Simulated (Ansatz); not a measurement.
Harmonic vibrations of `[OH][ZnH]` by finite differences.

```yaml
crystal:
  periodic: [false, false, false]
  atoms:
    - {symbol: O, position_ang: [0.383213, -0.976342, 0.546050]}
    - {symbol: Zn, position_ang: [0.072798, 0.593334, -0.221073]}
    - {symbol: H, position_ang: [-0.305206, -1.640356, 0.498610]}
    - {symbol: H, position_ang: [-0.095305, 1.963163, -0.843887]}
basis:
  gaussian: {orbitals: def2-TZVP}
hamiltonian: {xc: pbe0, dispersion: d4}
phonons: {temperatures: {t_min: 298.15, t_max: 900, t_step: 200}}
```

```sh
$ ansatz run in.yaml --threads 2 --pin off --events-out ev --progress --plain
```

It prints (some lines left out):

```
Functional definition: PBE0
mean field -50491.46010690 eV, -1855.5269345878 hartree, gradient 2.9e-5 eV, S^2 0.000000; 0 other end points of the search recorded, 0 dependent functions left out
mean field -50491.46002590 eV, -1855.5269316111 hartree, gradient 1.9e-6 eV, S^2 0.000000; 0 other end points of the search recorded, 0 dependent functions left out
mean field -50491.46001756 eV, -1855.5269313046 hartree, gradient 1.9e-6 eV, S^2 0.000000; 0 other end points of the search recorded, 0 dependent functions left out
mean field -50491.46001590 eV, -1855.5269312435 hartree, gradient 1.9e-6 eV, S^2 0.000000; 0 other end points of the search recorded, 0 dependent functions left out
mean field -50491.46004147 eV, -1855.5269321832 hartree, gradient 1.9e-6 eV, S^2 0.000000; 0 other end points of the search recorded, 0 dependent functions left out
mean field -50491.46008322 eV, -1855.5269337175 hartree, gradient 1.9e-6 eV, S^2 0.000000; 0 other end points of the search recorded, 0 dependent functions left out
mean field -50491.46009037 eV, -1855.5269339802 hartree, gradient 1.9e-6 eV, S^2 0.000000; 0 other end points of the search recorded, 0 dependent functions left out
mean field -50491.46005400 eV, -1855.5269326437 hartree, gradient 1.9e-6 eV, S^2 0.000000; 0 other end points of the search recorded, 0 dependent functions left out
mean field -50491.46004271 eV, -1855.5269322289 hartree, gradient 1.9e-6 eV, S^2 0.000000; 0 other end points of the search recorded, 0 dependent functions left out
mean field -50491.46003286 eV, -1855.5269318666 hartree, gradient 1.9e-6 eV, S^2 0.000000; 0 other end points of the search recorded, 0 dependent functions left out
mean field -50491.46002913 eV, -1855.5269317296 hartree, gradient 1.9e-6 eV, S^2 0.000000; 0 other end points of the search recorded, 0 dependent functions left out
mean field -50491.46005772 eV, -1855.5269327804 hartree, gradient 1.9e-6 eV, S^2 0.000000; 0 other end points of the search recorded, 0 dependent functions left out
mean field -50491.46005873 eV, -1855.5269328176 hartree, gradient 1.9e-6 eV, S^2 0.000000; 0 other end points of the search recorded, 0 dependent functions left out
mean field -50491.46009875 eV, -1855.5269342882 hartree, gradient 1.5e-6 eV, S^2 0.000000; 0 other end points of the search recorded, 0 dependent functions left out
mean field -50491.46010368 eV, -1855.5269344694 hartree, gradient 1.3e-6 eV, S^2 0.000000; 0 other end points of the search recorded, 0 dependent functions left out
mean field -50491.46009237 eV, -1855.5269340536 hartree, gradient 1.7e-6 eV, S^2 0.000000; 0 other end points of the search recorded, 0 dependent functions left out
mean field -50491.46007707 eV, -1855.5269334916 hartree, gradient 2.4e-6 eV, S^2 0.000000; 0 other end points of the search recorded, 0 dependent functions left out
Total energy: -50491.48993766 eV, -1855.5280308480 hartree
Atom 0 at     0.383213    -0.976342     0.546050 Å, force     0.000348    -0.001965     0.000942 eV/Å
Atom 1 at     0.072798     0.593334    -0.221073 Å, force    -0.000612     0.003260    -0.001579 eV/Å
Atom 2 at    -0.305206    -1.640356     0.498610 Å, force     0.000025    -0.000562     0.000236 eV/Å
Atom 3 at    -0.095305     1.963163    -0.843887 Å, force     0.000239    -0.000734     0.000401 eV/Å
Dipole moment:    -0.277817     0.046773    -0.144721 e Å
Vibrations: 471.44 488.79 666.51 722.78 1984.85 3924.05 cm⁻¹, zero-point energy 0.511958 eV
```

It took 21 s on 2 threads of a server CPU on a shared host, with 0.18 GiB of host memory at the peak.
